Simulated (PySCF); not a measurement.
PySCF input (M06-2X/def2-TZVPD):

```python
from pyscf import gto, scf, dft

mol = gto.M(
    atom='''
    Si   -0.01118319    0.08426777   -0.15036363
    C     1.76412864    0.26289456   -0.63804851
    C    -1.00875104   -1.08044742   -1.18466199
    C    -0.86598730    1.65102093    0.33550737
    N     0.11412378   -0.85994745    1.53445174
    H     1.81911512    0.79165956   -1.59330717
    H     2.25640857   -0.70171685   -0.77784732
    H     2.33738333    0.84755599    0.08438382
    H    -1.14667587   -0.64513973   -2.17794894
    H    -2.00418777   -1.25575009   -0.77146336
    H    -0.51240143   -2.04308724   -1.32365855
    H    -1.86163355    1.47170935    0.74647488
    H    -0.99397994    2.27635892   -0.55202028
    H    -0.28887244    2.23364505    1.05651084
    H     0.64860411   -0.33280768    2.22676805
    H     0.57370705   -1.76579728    1.42925309
    H    -0.80611080   -1.03755503    1.94000236
    ''',
    basis='def2-tzvpd',
    charge=1,
    spin=0,
    verbose=4,
)

mf = dft.RKS(mol, xc='m062x').density_fit(auxbasis='def2-universal-jkfit')
mf.grids.level = 4
mf.conv_tol = 1e-9
mf.max_cycle = 100
mf.max_memory = 1500
mf.kernel()
if not mf.converged:
    mf = mf.newton()
    mf.kernel(mf.make_rdm1())
mf.analyze()
```

End of the output:

```
Extra cycle  E= -465.585810199098  delta_E= -3.41e-12  |g|= 2.57e-06  |ddm|= 1.64e-05
converged SCF energy = -465.585810199098
**** SCF Summaries ****
Total Energy =                        -465.585810199098091
Nuclear Repulsion Energy =             258.317755276210050
One-electron Energy =                -1140.747366198933832
Two-electron Energy =                  416.843800723625691
Two-electron Coulomb Energy =          465.174749338247523
DFT Exchange-Correlation Energy =      -48.330948614621832
HOMO-LUMO gap [eV] =                    10.290543926457259
**** MO energy ****
MO #1   energy= -67.1970954168953  occ= 2
MO #2   energy= -15.0159163227034  occ= 2
MO #3   energy= -10.6750178727765  occ= 2
MO #4   energy= -10.6750161763924  occ= 2
MO #5   energy= -10.6750038389955  occ= 2
MO #6   energy= -5.73512782526247  occ= 2
MO #7   energy= -4.04807073732249  occ= 2
MO #8   energy= -4.04397796494464  occ= 2
MO #9   energy= -4.04397788013327  occ= 2
MO #10  energy= -1.24800088861111  occ= 2
MO #11  energy= -0.97785217105114  occ= 2
MO #12  energy= -0.938114450242006 occ= 2
MO #13  energy= -0.938113843339679 occ= 2
MO #14  energy= -0.811104646133736 occ= 2
MO #15  energy= -0.811101955776641 occ= 2
MO #16  energy= -0.762861061801466 occ= 2
MO #17  energy= -0.66025523769769  occ= 2
MO #18  energy= -0.640775579638242 occ= 2
MO #19  energy= -0.640773860384307 occ= 2
MO #20  energy= -0.617896048098556 occ= 2
MO #21  energy= -0.617894680794555 occ= 2
MO #22  energy= -0.611096934715246 occ= 2
MO #23  energy= -0.604326916093198 occ= 2
MO #24  energy= -0.537516904497233 occ= 2
MO #25  energy= -0.537516446741387 occ= 2
MO #26  energy= -0.159345929484608 occ= 0
MO #27  energy= -0.11048947681273  occ= 0
MO #28  energy= -0.105156297746685 occ= 0
MO #29  energy= -0.105152916622146 occ= 0
MO #30  energy= -0.0746225737111734 occ= 0
MO #31  energy= -0.074621381340203 occ= 0
MO #32  energy= -0.0683203054314774 occ= 0
MO #33  energy= -0.0597610690372671 occ= 0
MO #34  energy= -0.0535302842950084 occ= 0
MO #35  energy= -0.0535277207961961 occ= 0
MO #36  energy= -0.0429439960999266 occ= 0
MO #37  energy= -0.0322523969824319 occ= 0
MO #38  energy= -0.0322432176074895 occ= 0
MO #39  energy= -0.0215528427079356 occ= 0
MO #40  energy= -0.0215496529740367 occ= 0
MO #41  energy= -0.0121299013431012 occ= 0
MO #42  energy= -0.00828863862918217 occ= 0
MO #43  energy= -0.00828639504721737 occ= 0
MO #44  energy= 0.00099512929564703 occ= 0
MO #45  energy= 0.000998602921459548 occ= 0
MO #46  energy= 0.00259598356068799 occ= 0
MO #47  energy= 0.0272670913427119 occ= 0
MO #48  energy= 0.0474582953235631 occ= 0
MO #49  energy= 0.0602972783709769 occ= 0
MO #50  energy= 0.0603000948009084 occ= 0
MO #51  energy= 0.0663897652487214 occ= 0
MO #52  energy= 0.0769807987352452 occ= 0
MO #53  energy= 0.0786103809283806 occ= 0
MO #54  energy= 0.078613428291367  occ= 0
MO #55  energy= 0.10409109773672   occ= 0
MO #56  energy= 0.105562883583183  occ= 0
MO #57  energy= 0.105567495786996  occ= 0
MO #58  energy= 0.118071018479349  occ= 0
MO #59  energy= 0.118072829527324  occ= 0
MO #60  energy= 0.119976142246182  occ= 0
MO #61  energy= 0.132486812589941  occ= 0
MO #62  energy= 0.13249044857912   occ= 0
MO #63  energy= 0.141214291495941  occ= 0
MO #64  energy= 0.153616111039594  occ= 0
MO #65  energy= 0.156436849904845  occ= 0
MO #66  energy= 0.156444338791351  occ= 0
MO #67  energy= 0.165088013792382  occ= 0
MO #68  energy= 0.165092530026861  occ= 0
MO #69  energy= 0.171201617016454  occ= 0
MO #70  energy= 0.176805567925616  occ= 0
MO #71  energy= 0.176809493179378  occ= 0
MO #72  energy= 0.188595303348374  occ= 0
MO #73  energy= 0.188597657776359  occ= 0
MO #74  energy= 0.194174164052811  occ= 0
MO #75  energy= 0.20136756701534   occ= 0
MO #76  energy= 0.206139130340092  occ= 0
MO #77  energy= 0.206141130704359  occ= 0
MO #78  energy= 0.213560220196333  occ= 0
MO #79  energy= 0.218720848575652  occ= 0
MO #80  energy= 0.21872137909798   occ= 0
MO #81  energy= 0.251650032914318  occ= 0
MO #82  energy= 0.251655592823737  occ= 0
MO #83  energy= 0.25680392937924   occ= 0
MO #84  energy= 0.281040204238565  occ= 0
MO #85  energy= 0.281044973255494  occ= 0
MO #86  energy= 0.281974624424049  occ= 0
MO #87  energy= 0.284349666261999  occ= 0
MO #88  energy= 0.284353454707585  occ= 0
MO #89  energy= 0.294404829408809  occ= 0
MO #90  energy= 0.309026469649834  occ= 0
MO #91  energy= 0.310237824846531  occ= 0
MO #92  energy= 0.313463240080233  occ= 0
MO #93  energy= 0.313466493604706  occ= 0
MO #94  energy= 0.325353839593722  occ= 0
MO #95  energy= 0.327912007027042  occ= 0
MO #96  energy= 0.327922702277408  occ= 0
MO #97  energy= 0.335672692953726  occ= 0
MO #98  energy= 0.33569074897239   occ= 0
MO #99  energy= 0.349337403848909  occ= 0
MO #100 energy= 0.358668593343867  occ= 0
MO #101 energy= 0.358673044217687  occ= 0
MO #102 energy= 0.370475881281565  occ= 0
MO #103 energy= 0.388392313573241  occ= 0
MO #104 energy= 0.391951166282308  occ= 0
MO #105 energy= 0.391955615667375  occ= 0
MO #106 energy= 0.421012818071819  occ= 0
MO #107 energy= 0.421023910814146  occ= 0
[...]
```

It need not be the lowest isomer of its formula.
